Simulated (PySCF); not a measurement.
**Electron correlation in I⁺ (iodine, charge +1)**

[Kr] 4d10 5s2 5p4, high-spin 3P determinant. Calculation: PySCF 2.14, in x2c-TZVPPall; the spin-free X2C one-electron Hamiltonian (Gaussian nucleus). Frozen: [Kr] 4d10; 6 electrons correlated.

```json
{"level": "CCSD", "correlation energy (mhartree)": "-98.81"}
{"level": "(T)", "correlation energy (mhartree)": "-2.50"}
{"level": "CCSD(T)", "correlation energy (mhartree)": "-101.31"}
{"level": "CCSDT", "correlation energy (mhartree)": "-101.77"}
```

Diagnostics: T1 = 0.0069, D1 = 0.0212, largest double amplitude 0.049.

Cost of the coupled-cluster step: about 1.9 core-seconds, for 6 correlated electrons.

Iterations:

```
CC2 = 0
CCSD nocc = (np.int64(4), np.int64(2)), nmo = (37, 37)
frozen orbitals [[0, 1, 2, 3, 4, 5, 6, 7, 8, 9, 10, 11, 12, 13, 14, 15, 16, 17, 18, 19, 20, 21, 22], [0, 1, 2, 3, 4, 5, 6, 7, 8, 9, 10, 11, 12, 13, 14, 15, 16, 17, 18, 19, 20, 21, 22]]
max_cycle = 100
direct = 0
conv_tol = 1e-08
conv_tol_normt = 1e-06
diis_space = 8
diis_start_cycle = 0
Init t2, MP2 energy = -0.0822178977113888
Init E_corr(UCCSD) = -0.0822178977129266
cycle = 1  E_corr(UCCSD) = -0.0948878461419219  dE = -0.0126699484  norm(t1,t2) = 0.0391781
cycle = 2  E_corr(UCCSD) = -0.0976452349071042  dE = -0.00275738877  norm(t1,t2) = 0.0123499
cycle = 3  E_corr(UCCSD) = -0.0988426126498371  dE = -0.00119737774  norm(t1,t2) = 0.00469561
cycle = 4  E_corr(UCCSD) = -0.0988095950113732  dE = 3.30176385e-05  norm(t1,t2) = 0.000523382
cycle = 5  E_corr(UCCSD) = -0.0988111076141949  dE = -1.51260282e-06  norm(t1,t2) = 6.92082e-05
cycle = 6  E_corr(UCCSD) = -0.0988109476172923  dE = 1.59996903e-07  norm(t1,t2) = 1.25784e-05
cycle = 7  E_corr(UCCSD) = -0.0988110957530244  dE = -1.48135732e-07  norm(t1,t2) = 2.16078e-06
cycle = 8  E_corr(UCCSD) = -0.0988110592844567  dE = 3.64685678e-08  norm(t1,t2) = 5.27888e-07
cycle = 9  E_corr(UCCSD) = -0.0988110620435415  dE = -2.75908481e-09  norm(t1,t2) = 1.03346e-07
UCCSD converged
E(UCCSD) = -7112.406439393057  E_corr = -0.09881106204354148
UCCSD(T) correction = -0.0024986343576094
```
